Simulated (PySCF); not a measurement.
Polarisability and C₆ of V⁺ (vanadium, charge +1)

[Ar] 3d3 4s1, high-spin 5F determinant (an excited configuration). Computed with PySCF 2.14 in dyall-av2z (16s12p7d2f, 101 functions), with no relativity, point nucleus. Coupled (time-dependent) response in atomic units; α is the mean over directions. A double-zeta set is small for polarisabilities.

```csv
method,mean α (bohr³),C₆ (like pair),S(−4)
LC-wPBE,49.96,313.7,2235
```

S(−4) is the Cauchy moment in α(ω) = α(0) + S(−4) ω² + …

α(iu) at LC-wPBE:

| u (hartree) | α(iu) (bohr³) |
| --- | --- |
| 0 | 49.96 |
| 0.0500 | 44.99 |
| 0.100 | 35.03 |
| 0.200 | 19.79 |
| 0.300 | 12.48 |
| 0.500 | 6.763 |
| 0.750 | 4.251 |
| 1.00 | 3.080 |
| 1.50 | 1.923 |
| 2.00 | 1.341 |
| 3.00 | 0.7694 |
| 5.00 | 0.3539 |

A single London oscillator, α(iu) = α/(1 + u²/ω²), gives C₆ = (3/4) ω α². Matching the computed C₆ needs ω = 4 × 313.7 / (3 × 49.96²) = 0.168 hartree.

For an ion, C₆ is the dispersion term alone; charge-induced terms of lower order in 1/R come first.
